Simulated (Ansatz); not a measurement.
BBr3 (SMILES BrB(Br)Br), singlet, geometry from GFN2-xTB, atoms displaced at random by about 0.1 Å a coordinate; HF/3-21G (Ansatz, a quantum-chemistry and plane-wave program).

Here is a job for Ansatz.
Ansatz 0.2 input:
```yaml
crystal:
  periodic: [false, false, false]
  atoms:
    - {symbol: B, position_ang: [0.05816786, -0.14995869, 0.09579809]}
    - {symbol: Br, position_ang: [-1.67547427, -1.14586405, -0.13909504]}
    - {symbol: Br, position_ang: [0.30992877, 1.50160966, -0.87555583]}
    - {symbol: Br, position_ang: [1.77386110, -0.48280563, 1.02732508]}
basis:
  gaussian:
    orbitals: 3-21G.json
hamiltonian:
  xc: hf
relax: {}
```
The basis file holds 3-21G in the JSON format of the Basis Set Exchange.

It wrote (shortened):

```
Functional definition: HF
786 factors; integrals over basis functions are off by at most 2.8e-4 eV
mean field evaluation 1: about -209655.3131 eV, gradient 2.2e1 eV
mean field evaluation 2: about -209655.3172 eV, gradient 2.2e1 eV
mean field evaluation 4: about -209657.3386 eV, gradient 1.4e0 eV
mean field evaluation 8: about -209657.3542 eV, gradient 7.5e-3 eV
mean field -209657.35419117 eV, -7704.7656556666 hartree, gradient 1.2e-5 eV, S^2 0.000000; 0 other end points of the search recorded, 0 dependent functions left out
the calculation of the forces begins
reference -209657.35419117 eV, -7704.7656556666 hartree; 55, 55 occupied and 23, 23 virtual orbitals, 786 factors
relax step   1: F+E_penalty+E_count = -209657.35419117 eV  Δ(F+E_penalty+E_count) = +0.000e0 eV  max|allowed force component| = 1.490e0 eV/Å  Δτ_max = 0.0000 Å  (29 SCF iters, accepted)
these checks for a lower state are left out or cut short: starts, cluster_reference, orbital_swaps, neighbouring_geometries, increment
786 factors; integrals over basis functions are off by at most 2.7e-4 eV
mean field evaluation 16: about -209657.7767 eV, gradient 2.3e-5 eV
mean field -209657.77668468 eV, -7704.7811820168 hartree, gradient 2.3e-5 eV, S^2 0.000000; 0 other end points of the search recorded, 0 dependent functions left out
the calculation of the forces begins
reference -209657.77668468 eV, -7704.7811820168 hartree; 55, 55 occupied and 23, 23 virtual orbitals, 786 factors
relax step   2: F+E_penalty+E_count = -209657.77668468 eV  Δ(F+E_penalty+E_count) = -4.225e-1 eV  max|allowed force component| = 9.108e-1 eV/Å  Δτ_max = 0.1950 Å  (26 SCF iters, accepted)
these checks for a lower state are left out or cut short: starts, cluster_reference, orbital_swaps, neighbouring_geometries, increment
786 factors; integrals over basis functions are off by at most 2.7e-4 eV
mean field -209657.84136141 eV, -7704.7835588429 hartree, gradient 3.0e-5 eV, S^2 0.000000; 0 other end points of the search recorded, 0 dependent functions left out
the calculation of the forces begins
reference -209657.84136141 eV, -7704.7835588429 hartree; 55, 55 occupied and 23, 23 virtual orbitals, 786 factors
relax step   3: F+E_penalty+E_count = -209657.84136141 eV  Δ(F+E_penalty+E_count) = -6.468e-2 eV  max|allowed force component| = 3.122e-2 eV/Å  Δτ_max = 0.0797 Å  (27 SCF iters, accepted)
these checks for a lower state are left out or cut short: starts, cluster_reference, orbital_swaps, neighbouring_geometries, increment
786 factors; integrals over basis functions are off by at most 2.7e-4 eV
mean field -209657.84141722 eV, -7704.7835608938 hartree, gradient 3.0e-5 eV, S^2 0.000000; 0 other end points of the search recorded, 0 dependent functions left out
the calculation of the forces begins
reference -209657.84141722 eV, -7704.7835608938 hartree; 55, 55 occupied and 23, 23 virtual orbitals, 786 factors
relax step   4: F+E_penalty+E_count = -209657.84141722 eV  Δ(F+E_penalty+E_count) = -5.581e-5 eV  max|allowed force component| = 1.890e-3 eV/Å  Δτ_max = 0.0022 Å  (23 SCF iters, accepted)
786 factors; integrals over basis functions are off by at most 2.7e-4 eV
mean field evaluation 32: about -209657.3480 eV, gradient 1.2e1 eV
mean field -209657.84141722 eV, -7704.7835608938 hartree, gradient 3.0e-5 eV, S^2 0.000000; 1 other end points of the search recorded, 0 dependent functions left out
the calculation of the forces begins
reference -209657.84141722 eV, -7704.7835608938 hartree; 55, 55 occupied and 23, 23 virtual orbitals, 786 factors
Total energy: -209657.84141722 eV, -7704.7835608938 hartree
Atom 0 at     0.116665    -0.069367     0.027148 Å, force    -0.000768     0.000451    -0.000088 eV/Å
Atom 1 at    -1.489321    -1.141490    -0.041444 Å, force     0.001890    -0.000017     0.000694 eV/Å
Atom 2 at     0.213490     1.589168    -0.959251 Å, force     0.000196     0.000214    -0.000224 eV/Å
Atom 3 at     1.625650    -0.655329     1.082019 Å, force    -0.001317    -0.000647    -0.000382 eV/Å
Dipole moment:     0.000068    -0.000062     0.000045 e Å
```
